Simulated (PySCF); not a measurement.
Geometry:
```tsv
atom	x (Å)	y (Å)	z (Å)
C1	-2.039	0.777	-1.085
Si2	-1.030	-0.349	0.033
C3	-1.653	-0.222	1.803
C4	-1.129	-2.126	-0.568
C5	0.774	0.230	-0.018
C6	1.798	-0.531	-0.596
C7	3.101	-0.034	-0.619
N8	3.446	1.147	-0.114
C9	2.482	1.879	0.439
C10	1.151	1.472	0.512
H11	-1.683	0.714	-2.126
H12	-3.104	0.497	-1.070
H13	-1.960	1.829	-0.766
H14	-2.718	-0.499	1.861
H15	-1.553	0.804	2.190
H16	-1.089	-0.891	2.472
H17	-2.168	-2.489	-0.515
H18	-0.797	-2.221	-1.614
H19	-0.508	-2.793	0.051
H20	1.594	-1.513	-1.031
H21	3.907	-0.626	-1.070
H22	2.783	2.850	0.852
H23	0.416	2.132	0.985
```

Geometry: PBE0-D3(BJ)/def2-SVP; GIAO shifts from PySCF 2.14.0 with density-fitted response routines, gas phase, non-relativistic, averaged over equivalent atoms.

At PBE0/pcSseg-1 (242 basis functions, 53 s wall time on 1 thread of an Arm Neoverse V1, shared host):
```json
{"atoms": "C7/C9", "δ (ppm)": "154.9"}
{"atoms": "C5", "δ (ppm)": "153.9"}
{"atoms": "C6/C10", "δ (ppm)": "133.2"}
{"atoms": "C1/C3/C4", "δ (ppm)": "-1.3"}
{"atoms": "Si2", "δ (ppm)": "-3.8"}
{"atoms": "N8", "δ (ppm)": "363.6"}
{"atoms": "H21/H22", "δ (ppm)": "8.72"}
{"atoms": "H20/H23", "δ (ppm)": "7.25"}
{"atoms": "H11/H12/H13/H14/H15/H16/H17/H18/H19", "δ (ppm)": "0.28"}
```

Chemical shifts δ = σref − σ; 13C (184.41 ppm) and 29Si (351.99 ppm) and 1H (31.27 ppm) against TMS; 15N (265.67 ppm) vs NH3, all at this level.

Question: What do these become at PBE/pcSseg-1?

Answer: 
```json
{"atoms": "C7/C9", "δ at PBE/pcSseg-1": "152.3", "change": "-2.6"}
{"atoms": "C5", "δ at PBE/pcSseg-1": "151.1", "change": "-2.8"}
{"atoms": "C6/C10", "δ at PBE/pcSseg-1": "131.1", "change": "-2.1"}
{"atoms": "C1/C3/C4", "δ at PBE/pcSseg-1": "-1.5", "change": "-0.2"}
{"atoms": "Si2", "δ at PBE/pcSseg-1": "-4.5", "change": "-0.7"}
{"atoms": "N8", "δ at PBE/pcSseg-1": "360.2", "change": "-3.4"}
{"atoms": "H21/H22", "δ at PBE/pcSseg-1": "8.66", "change": "-0.06"}
{"atoms": "H20/H23", "δ at PBE/pcSseg-1": "7.13", "change": "-0.12"}
{"atoms": "H11/H12/H13/H14/H15/H16/H17/H18/H19", "δ at PBE/pcSseg-1": "0.27", "change": "-0.01"}
```

References, each an isolated molecule treated in the same way: TMS for 13C (σref 180.03) and 29Si (σref 334.61) and 1H (σref 31.20); 15N (σref 265.06) vs NH3.

The largest change is at N8 (pyridine-type ring nitrogen). Cost: 242 basis functions, 75 s wall time on 1 thread of an Arm Neoverse V1, shared host. The order of the carbon signals is the same at both levels.

Experimental scales use liquid or dissolved standards, which lie at an offset from isolated NH3 (liquid NH3: subtract about 20 ppm). Unscaled 15N shifts of sp2 nitrogen come out 20 to 40 ppm too high even then.
